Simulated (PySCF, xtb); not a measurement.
BH2Br, SMILES BBr.

GFN2-xTB (xtb) at its own geometry gives an orbital gap of 3.53 eV and a dipole moment of 3.22 D.

Geometry optimised at B3LYP-D3(BJ)/def2-TZVP.

Q: What does PBE0/def2-TZVPD (PySCF) give? (An estimate is asked for; the answer gives what the named calculation found.)

A: gap 6.20 eV (levels -8.24 and -2.05 eV), dipole 0.62 D.
